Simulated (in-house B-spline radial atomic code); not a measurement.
How G0W0 and RPA depend on the start: Nb⁸⁺

Configuration [Ar] 3d10 4s2 4p3, highest spin. Computed with an all-electron radial atomic-structure program (B-spline basis): all electrons, non-relativistic, point nucleus, each spin shell either full or empty, empty states to l = 9 with an (l + 1/2)⁻⁴ tail; G0W0 by contour deformation at full frequency.

Without relativity these are model numbers: it shifts the levels of so heavy an element strongly and can reorder them.

```json
{"start": "Hartree-Fock", "mean-field 4p up (eV)": "-159.76", "G0W0 (eV)": "?", "QP weight": "?", "RPA correlation (Eh)": "?"}
{"start": "LDA VWN5", "mean-field 4p up (eV)": "-150.41", "G0W0 (eV)": "-160.27", "QP weight": "0.961", "RPA correlation (Eh)": "-2.4988"}
{"start": "PBE", "mean-field 4p up (eV)": "-150.40", "G0W0 (eV)": "-160.25", "QP weight": "0.961", "RPA correlation (Eh)": "-2.4955"}
{"start": "PBE0", "mean-field 4p up (eV)": "-153.03", "G0W0 (eV)": "-160.34", "QP weight": "0.967", "RPA correlation (Eh)": "-2.4454"}
{"start": "r2SCAN", "mean-field 4p up (eV)": "-151.36", "G0W0 (eV)": "-160.33", "QP weight": "0.964", "RPA correlation (Eh)": "-2.4639"}
{"start": "HSE06", "mean-field 4p up (eV)": "-152.54", "G0W0 (eV)": "-160.34", "QP weight": "0.966", "RPA correlation (Eh)": "-2.449"}
{"start": "B3LYP (VWN-RPA)", "mean-field 4p up (eV)": "-152.37", "G0W0 (eV)": "-160.32", "QP weight": "0.966", "RPA correlation (Eh)": "-2.4562"}
{"start": "SCAN", "mean-field 4p up (eV)": "-151.45", "G0W0 (eV)": "?", "QP weight": "?", "RPA correlation (Eh)": "?"}
{"start": "TPSS", "mean-field 4p up (eV)": "-150.72", "G0W0 (eV)": "-160.31", "QP weight": "0.962", "RPA correlation (Eh)": "-2.4862"}
{"start": "BHandHLYP", "mean-field 4p up (eV)": "-155.31", "G0W0 (eV)": "-160.41", "QP weight": "0.971", "RPA correlation (Eh)": "-2.3997"}
{"start": "CAM-B3LYP", "mean-field 4p up (eV)": "-154.33", "G0W0 (eV)": "-160.38", "QP weight": "0.970", "RPA correlation (Eh)": "-2.4383"}
{"start": "LC-wPBE", "mean-field 4p up (eV)": "-155.81", "G0W0 (eV)": "-160.42", "QP weight": "0.972", "RPA correlation (Eh)": "-2.4429"}
{"start": "wB97X", "mean-field 4p up (eV)": "-155.45", "G0W0 (eV)": "-160.35", "QP weight": "0.971", "RPA correlation (Eh)": "-2.4305"}
{"start": "PBEsol", "mean-field 4p up (eV)": "-150.38", "G0W0 (eV)": "-160.26", "QP weight": "0.961", "RPA correlation (Eh)": "-2.4967"}
{"start": "BLYP", "mean-field 4p up (eV)": "-150.09", "G0W0 (eV)": "-160.24", "QP weight": "0.961", "RPA correlation (Eh)": "-2.4966"}
{"start": "r2SCAN0", "mean-field 4p up (eV)": "-153.70", "G0W0 (eV)": "-160.38", "QP weight": "0.969", "RPA correlation (Eh)": "-2.424"}
{"start": "LDA exchange-only", "mean-field 4p up (eV)": "-148.99", "G0W0 (eV)": "-160.31", "QP weight": "0.960", "RPA correlation (Eh)": "-2.4984"}
```

What G0W0 level, weight and RPA correlation energy follow from the Hartree-Fock start?

G0W0 level -160.53 eV, weight 0.978, RPA correlation -2.3149 hartree.

What G0W0 level, weight and RPA correlation energy follow from the SCAN start?

G0W0 level -160.30 eV, weight 0.964, RPA correlation -2.4626 hartree.

How much of the dependence on the start does G0W0 remove?

The mean-field levels span 10.8 eV and the G0W0 levels 0.291 eV. Against 159.2 ± 0.7 eV (NIST, semi-empirical) the G0W0 removal energies are off by +1.04 to +1.33 eV, with relativity, Breit and QED terms left out.
